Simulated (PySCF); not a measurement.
Computed with PBE-D3(BJ)/def2-TZVP // CAM-B3LYP-D3(BJ)/def2-TZVP (PySCF). Gas-phase values, no solvent. 

Reference species (SMILES): `BC1=CB1` (neutral, multiplicity 1).

```json
{
  "HOMO–LUMO gap": "4.46 eV",
  "HOMO": "-6.74 eV"
}
```

Changed species: `B=C=BC`.

Question: Predict the effect on the HOMO–LUMO gap and HOMO.

Answer: the HOMO–LUMO gap falls by 0.46 eV, to 4.00 eV; the HOMO rises by 0.62 eV, to -6.12 eV.
